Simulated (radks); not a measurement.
Question: Species: Te XLI. Configuration: [Ne] 3s2. Method: Dirac Kohn-Sham, PBE, spin-unpolarised, spherical densities, finite nucleus; Fermi nuclear charge, rms radius 4.7423 fm; computed with a radial shooting solver on a logarithmic mesh with Libxc functionals.

Spin-orbit splittings of the eigenvalues, e(l+1/2) - e(l-1/2), with zeta = 2 splitting/(2l+1) and mean radii in bohr:

| shell | occ. | splitting (eV) | zeta (eV) | <r> j=l-1/2 | <r> j=l+1/2 |
|---|---|---|---|---|---|
| 2p | 6 | 284.7 | 189.8 | 0.09890 | 0.1042 |
| 3p | 0 | ? | ? | 0.2687 | 0.2765 |
| 3d | 0 | 17.73 | 7.090 | 0.2395 | 0.2420 |

Estimate the 3p splitting.

Answer: 73.21 eV (zeta = 48.81 eV).
